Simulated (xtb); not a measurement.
Al (SMILES [Al-]), charge -1, triplet (GFN-xTB shapes and energies of metal compounds can be far from the true ones); xtb with GFN2-xTB.

Input for xtb:
```
$ xtb coord --gfn 2 --chrg -1 --uhf 2 --json

# file coord
$coord
      0.0000000000       0.0000000000       0.0000000000  al
$end
```

Task: Write the output that xtb gives for this input, abridged.

Result: 
```
   ID    Z sym.   atoms
    1   13 al     1

           -------------------------------------------------
          |                Calculation Setup                |
           -------------------------------------------------

           -------------------------------------------------
          |                 G F N 2 - x T B                 |
           -------------------------------------------------

          ...................................................
          :                      SETUP                      :
          :.................................................:
          :  # basis functions                  10          :
          :  # atomic orbitals                   9          :
          :  # shells                            3          :
          :  # electrons                         4          :
          :  max. iterations                   250          :
          :  Hamiltonian                  GFN2-xTB          :
          :  restarted?                      false          :
          :  GBSA solvation                  false          :
          :  PC potential                    false          :
          :  electronic temp.          300.0000000     K    :
          :  accuracy                    1.0000000          :
          :  -> integral cutoff          0.2500000E+02      :
          :  -> integral neglect         0.1000000E-07      :
          :  -> SCF convergence          0.1000000E-05 Eh   :
          :  -> wf. convergence          0.1000000E-03 e    :
          :  Broyden damping             0.4000000          :
          :  net charge                         -1          :
          :  unpaired electrons                  2          :
          ...................................................

 iter      E             dE          RMSdq      gap      omega  full diag
   1     -0.9751173 -0.975117E+00  0.943E+00    0.00       0.0  T
   2     -0.9751173  0.000000E+00  0.754E+00    0.00       0.0  T
   3     -0.9751173  0.000000E+00  0.581E+00    0.00       0.0  T
   4     -0.9751173  0.000000E+00  0.465E+00    0.00       0.0  T
   5     -0.9751173  0.000000E+00  0.372E+00    0.00       0.0  T
   6     -0.9751173  0.000000E+00  0.297E+00    0.00       0.0  T
   7     -0.9751173  0.111022E-15  0.238E+00    0.00       0.0  T
   8     -0.9751173  0.111022E-15  0.190E+00    0.00       0.0  T
   9     -0.9751173  0.288658E-14  0.152E+00    0.00       0.0  T
  10     -0.9751173  0.150990E-13  0.122E+00    0.00       0.0  T
  11     -0.9751173  0.530687E-13  0.974E-01    0.00       0.0  T
  12     -0.9751173  0.138556E-12  0.779E-01    0.00       0.0  T
  13     -0.9751173  0.282885E-12  0.624E-01    0.00       0.0  T
  14     -0.9751173  0.475731E-12  0.499E-01    0.00       0.0  T
  15     -0.9751173  0.687561E-12  0.399E-01    0.00       0.0  T
  16     -0.9751173  0.880962E-12  0.319E-01    0.00       0.0  T
  17     -0.9751173  0.102574E-11  0.255E-01    0.00       0.0  T
  18     -0.9751173  0.110645E-11  0.204E-01    0.00       0.0  T
  19     -0.9751173  0.112388E-11  0.163E-01    0.00       0.0  T
  20     -0.9751173  0.108835E-11  0.131E-01    0.00       0.0  T
  21     -0.9751173  0.101297E-11  0.105E-01    0.00       0.0  T
  22     -0.9751173  0.916045E-12  0.837E-02    0.00       0.0  T
  23     -0.9751173  0.807243E-12  0.670E-02    0.00       0.0  T
  24     -0.9751173  0.698108E-12  0.536E-02    0.00       0.0  T
  25     -0.9751173  0.593969E-12  0.429E-02    0.00       0.0  T
  26     -0.9751173  0.499711E-12  0.343E-02    0.00       0.0  T
  27     -0.9751173  0.416001E-12  0.274E-02    0.00       0.0  T
  28     -0.9751173  0.343725E-12  0.219E-02    0.00       0.0  T
  29     -0.9751173  0.281775E-12  0.176E-02    0.00       0.0  T
  30     -0.9751173  0.230038E-12  0.140E-02    0.00       0.0  T
  31     -0.9751173  0.186851E-12  0.112E-02    0.00       0.0  T
  32     -0.9751173  0.151545E-12  0.899E-03    0.00       0.0  T
[...]

 transition dipole moment (au) for excitation:           2           3
     X       Y       Z
  -0.0000  -0.0000  -0.0000  total (au/Debye):    0.000   0.000
 dE (eV)             :    0.000
 oscillator strength :  0.15767E-44

         :::::::::::::::::::::::::::::::::::::::::::::::::::::
         ::                     SUMMARY                     ::
         :::::::::::::::::::::::::::::::::::::::::::::::::::::
         :: total energy              -0.975117276780 Eh    ::
         :: gradient norm              0.000000000000 Eh/a0 ::
         :: HOMO-LUMO gap              0.000000000000 eV    ::
         ::.................................................::
         :: SCC energy                -0.975117276780 Eh    ::
         :: -> isotropic ES            0.148055666763 Eh    ::
         :: -> anisotropic ES          0.000000000000 Eh    ::
         :: -> anisotropic XC         -0.000000000000 Eh    ::
         :: -> dispersion              0.000000000000 Eh    ::
         :: repulsion energy           0.000000000000 Eh    ::
         :: add. restraining           0.000000000000 Eh    ::
         :: total charge              -1.000000000173 e     ::
         :::::::::::::::::::::::::::::::::::::::::::::::::::::

           -------------------------------------------------
          |                Property Printout                |
           -------------------------------------------------

    * Orbital Energies and Occupations

         #    Occupation            Energy/Eh            Energy/eV
      -------------------------------------------------------------
         1        2.0000            0.0109550               0.2981
         2        0.6667            0.0549419               1.4950
         3        0.6667            0.0549419               1.4950 (HOMO)
         4        0.6667            0.0549419               1.4950 (LUMO)
         5                          0.2784668               7.5775
         6                          0.2784668               7.5775
         7                          0.2784668               7.5775
         8                          0.2784668               7.5775
         9                          0.2784668               7.5775
      -------------------------------------------------------------
                  HL-Gap            0.0000000 Eh            0.0000 eV
             Fermi-level            0.0440369 Eh            1.1983 eV

     #   Z          covCN         q      C6AA      α(0)
     1  13 al       0.000    -1.000   714.212    69.231

 Mol. C6AA /au·bohr⁶  :        714.211701
 Mol. C8AA /au·bohr⁸  :      68450.735986
 Mol. α(0) /au        :         69.230724

Wiberg/Mayer (AO) data.
largest (>0.10) Wiberg bond orders for each atom

 ---------------------------------------------------------------------------
     #   Z sym  total        # sym  WBO       # sym  WBO       # sym  WBO
 ---------------------------------------------------------------------------
     1  13 al   0.000
 ---------------------------------------------------------------------------

molecular dipole:
                 x           y           z       tot (Debye)
 q only:        0.000       0.000       0.000
   full:        0.000      -0.000      -0.000       0.000
molecular quadrupole (traceless):
                xx          xy          yy          xz          yz          zz
 q only:        0.000       0.000       0.000       0.000       0.000       0.000
  q+dip:        0.000       0.000       0.000       0.000       0.000       0.000
   full:        0.000      -0.000      -0.000      -0.000      -0.000      -0.000

           -------------------------------------------------
          | TOTAL ENERGY               -0.975117276780 Eh   |
          | GRADIENT NORM               0.000000000000 Eh/α |
          | HOMO-LUMO GAP               0.000000000000 eV   |
           -------------------------------------------------

normal termination of xtb
```
